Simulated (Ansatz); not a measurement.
CH4F3NSi (SMILES CN[Si](F)(F)F): methods side by side

CH4F3NSi has 10 atoms, charge 0, and is taken as a singlet. SMILES: `CN[Si](F)(F)F`. The coordinates come from a PBE0-D4/def2-TZVP relaxation.

Quantity: the vertical energy of the triplet above the singlet, in eV. The values are calculated.

| level | kind | program | value (eV) | less CCSD(T)/6-31G* | CPU time (all runs) |
| --- | --- | --- | --- | --- | --- |
| BLYP/6-31G* (spherical functions) | GGA | Ansatz | 6.50 | -0.83 | 26 s |
| revPBE/6-31G* (spherical functions) | GGA | Ansatz | 6.58 | -0.75 | 28 s |
| r2SCAN/6-31G* (spherical functions) | meta-GGA | Ansatz | 6.74 | -0.59 | 61 s |
| B3LYP/6-31G* (spherical functions) | global hybrid | Ansatz | 6.82 | -0.51 | 41 s |
| PBE0/6-31G* (spherical functions) | global hybrid | Ansatz | 6.89 | -0.44 | 42 s |
| B3LYP/6-31G* (Cartesian functions) | global hybrid | Ansatz | 6.79 | -0.54 | 42 s |
| CCSD(T)/6-31G* (spherical functions) | coupled cluster or CI | Ansatz | 7.33 | 0.00 | 4.8 min |
| CCSD/6-31G* (spherical functions) | coupled cluster or CI | Ansatz | 7.38 | +0.05 | 3.1 min |

Differences are taken from CCSD(T)/6-31G* (spherical functions) for orientation; it has basis-set and higher-order errors of its own. The values span 6.50 to 7.38 eV. A triplet this far above the singlet is often a Rydberg-like or dissociative state; sets without diffuse functions put Rydberg states too high. CPU times are rough (shared hosts, several kinds of processor and program).
